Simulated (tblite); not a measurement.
Compound: C₄H₈B₂.
SMILES with atom numbers: `[BH2:1]/[CH:2]=[CH:3]\[C:4]([BH2:5])=[CH2:6]` (hydrogens: H7, H8 on B1; H9 on C2; H10 on C3; H11, H12 on B5; H13, H14 on C6)

Computed with GFN2-xTB (tblite), gas phase: L-BFGS steps from a force-field or distance-geometry start until the largest atomic force falls under 0.01 eV/Å.

Step 62: E = -408.8345 eV
```
atom  x, y, z in Å  |  force x, y, z in eV/Å
B1      1.5670   -1.1984    0.3767    0.041  -0.004   0.034
C2      0.8828   -1.1352   -0.9661    0.018   0.000   0.016
C3     -0.1507   -0.2742   -1.1471   -0.027   0.020  -0.052
C4     -0.6436    0.5718   -0.0781   -0.025  -0.065  -0.044
B5     -0.2868    0.1514    1.4099   -0.020  -0.005  -0.062
C6     -1.3690    1.6467   -0.4188   -0.032  -0.004   0.021
H7      1.0966   -0.4783    1.2138    0.047   0.027   0.072
H8      2.5059   -1.8278    0.6539    0.040  -0.102  -0.006
H9      1.2131   -1.7231   -1.8155   -0.044   0.044  -0.036
H10    -0.6242   -0.1616   -2.1196    0.032  -0.022   0.009
H11    -0.8714   -0.7884    1.8224   -0.017   0.106  -0.011
H12     0.0172    0.9935    2.1704    0.011   0.010   0.019
H13    -1.6184    1.8779   -1.4460    0.029   0.009   0.028
H14    -1.7191    2.3451    0.3218   -0.054  -0.014   0.013
```

Step 63: E = -408.8363 eV
```
atom  x, y, z in Å  |  force x, y, z in eV/Å
B1      1.5666   -1.2031    0.3783    0.032  -0.002   0.007
C2      0.8841   -1.1357   -0.9662    0.008  -0.031   0.017
C3     -0.1495   -0.2757   -1.1493   -0.012   0.089  -0.045
C4     -0.6440    0.5691   -0.0802   -0.016  -0.065  -0.011
B5     -0.2843    0.1541    1.4078   -0.031   0.014  -0.019
C6     -1.3734    1.6427   -0.4155   -0.036   0.033  -0.018
H7      1.0972   -0.4835    1.2162    0.043   0.036   0.075
H8      2.5053   -1.8343    0.6535    0.030  -0.095  -0.007
H9      1.2133   -1.7243   -1.8157   -0.030   0.049  -0.034
H10    -0.6152   -0.1513   -2.1243    0.027  -0.056   0.011
H11    -0.8714   -0.7818    1.8261   -0.010   0.108  -0.008
H12     0.0173    1.0046    2.1632    0.015  -0.037  -0.006
H13    -1.6222    1.8778   -1.4425    0.019   0.002   0.038
H14    -1.7245    2.3408    0.3263   -0.038  -0.045   0.000
```

Q: Estimate the geometry and energy of step 64. (The exact step hangs on the optimiser's Hessian estimate; all steps are aligned on step 63, rigid shifts and turns removed.)

A: E = -408.8381 eV, largest force 0.116 eV/Å
```
atom  x, y, z in Å  |  force x, y, z in eV/Å
B1      1.5667   -1.2080    0.3801    0.023  -0.004  -0.010
C2      0.8855   -1.1362   -0.9659   -0.010  -0.040   0.004
C3     -0.1485   -0.2765   -1.1523    0.030   0.111  -0.015
C4     -0.6461    0.5650   -0.0828    0.001  -0.032   0.016
B5     -0.2819    0.1573    1.4052   -0.036   0.036   0.035
C6     -1.3787    1.6382   -0.4122   -0.035   0.061  -0.051
H7      1.0980   -0.4870    1.2186    0.045   0.027   0.064
H8      2.5048   -1.8432    0.6533    0.002  -0.072  -0.010
H9      1.2142   -1.7230   -1.8172   -0.014   0.050  -0.023
H10    -0.6045   -0.1433   -2.1301    0.009  -0.074   0.003
H11    -0.8734   -0.7717    1.8310   -0.007   0.087  -0.002
H12     0.0197    1.0137    2.1573    0.014  -0.072  -0.043
H13    -1.6271    1.8781   -1.4383    0.007  -0.007   0.033
H14    -1.7293    2.3361    0.3308   -0.029  -0.071  -0.003
```

The energy changes by -0.0018 eV. The first-order estimate −F·Δx gives -0.0025 eV and the mean of the old and new forces, exact on a quadratic surface, -0.0018 eV. The step makes an angle of 71° with the force vector and moves no atom by more than 0.015 Å.

The cost below is that of the whole relaxation. On one thread of an Intel Xeon at 2.50 GHz, shared host, this took 1.5 s of wall time.
